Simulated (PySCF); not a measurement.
Numbering as in the mapped SMILES `[SiH3:1][O:2][SiH2:3][C:4]#[C:5][SiH2:6][Cl:7]`. Hydrogens are named by the atom that carries them.

Computed data (PySCF 2.14): GIAO PBE0/pcSseg-1 shieldings, GFN2-xTB geometry. One conformer, relativity neglected, isolated molecule, fast rotation and ring inversion assumed for equivalent nuclei.

δ = σ(ref) − σ, references computed at the same level: ¹³C (σ = 186.93 ppm), ¹H (σ = 31.72 ppm), ²⁹Si (σ = 349.16 ppm) vs TMS; H2O for ¹⁷O (σ = 336.08 ppm); HCl for ³⁵Cl (σ = 949.78 ppm).

| atoms | nucleus | count | δ (ppm) |
| --- | --- | --- | --- |
| O2 | ¹⁷O | 1 | 7.3 |
| C4 | ¹³C | 1 | 119.9 |
| Cl7 | ³⁵Cl | 1 | -45 |
| Si6 | ²⁹Si | 1 | -47.2 |
| H(Si1) | ¹H | 3 | ? |
| Si3 | ²⁹Si | 1 | -56.6 |
| C5 | ¹³C | 1 | 113.2 |
| Si1 | ²⁹Si | 1 | ? |
| H(Si3) | ¹H | 2 | ? |
| H(Si6) | ¹H | 2 | 5.29 |

Estimate the values marked ?.

Results:


- H(Si3): 5.21 ppm, hydrogen on a silicon bonded to C, O
- H(Si1): 5.17 ppm, hydrogen on a silicon bonded to O
- Si1: -43.7 ppm, silicon bonded to O, 3 H

Shifts are as computed. Against solution values, carbons near 30 ppm lie about +3 ppm off and those near 130 ppm about +5 ppm. Of 1211 compounds with measured shifts, 218 miss one by over three times the rms of a fit or turn the order of signals round; such compounds aren't used in these exercises. Experimental scales use liquid or dissolved standards, which lie at an offset from isolated H2O (liquid H2O: subtract about 36 ppm).
